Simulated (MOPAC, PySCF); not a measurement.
H$_{2}$OSi, SMILES `O[SiH]` (lower singlet; H–O–Si–H torsion 180°), neutral singlet in the gas phase. This singlet lies 1.74 eV below the relaxed triplet at the level composite: frozen-core CCSD(T) with HF/cc-pVQZ and the correlation energy extrapolated as X^-3 from cc-pVTZ and cc-pVQZ, plus phaseless AFQMC minus CCSD(T) in cc-pVTZ // PBE0-D3(BJ)/def2-TZVP (Ansatz).

Z-matrix (Å, degrees):
```
O
H 1 0.9610
Si 1 1.6571 2 114.07
H 3 1.5317 1 94.49 2 179.89
```
Charge 0, multiplicity 1.

All levels are single points at this geometry (PBE0-D3(BJ)/def2-TZVP); Pople sets use spherical d functions. Orbital energies aren't observables, and empty levels follow the basis.

AM1 in MOPAC gives HOMO (eV) = -7.73.

Estimate the HOMO (eV) from each of these levels: PBE0-D3(BJ)/def2-TZVP in PySCF; B3LYP/3-21G in PySCF; B3LYP/6-31G* in PySCF; SVWN5/6-31G* in PySCF; HF/3-21G in PySCF.


| level | HOMO (eV) |
|---|---|
| PBE0-D3(BJ)/def2-TZVP in PySCF | -6.47 |
| B3LYP/3-21G in PySCF | -6.03 |
| B3LYP/6-31G* in PySCF | -6.16 |
| SVWN5/6-31G* in PySCF | -5.24 |
| HF/3-21G in PySCF | -8.95 |
